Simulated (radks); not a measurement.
The numbers below are computed, except where a source is named.
Species: Zn26+. Configuration: [He] 2s2 (the NIST ground configuration). Level of theory: scalar-relativistic Kohn-Sham, RPBE, spin-polarised, spherical densities, finite nucleus; Fermi nuclear charge, rms radius 3.9283 fm (a radial shooting solver on a logarithmic mesh with Libxc functionals). Some entries of the table are withheld. Estimate them.

orbital  occ.  eigenvalue (eV)  r(max) (bohr)  <r> (bohr)
1s          2        -11368.48        0.03283     0.04998
2s          2        -2622.937         0.1791      0.2073
2p          0        -2533.836         0.1411      0.1773
3s          0        -1117.879         0.4598      0.4785
3d          0        -1068.801            (1)         (2)

Answer. 
(1) 3d r(max) (bohr): 0.3314
(2) 3d <r> (bohr): 0.3866
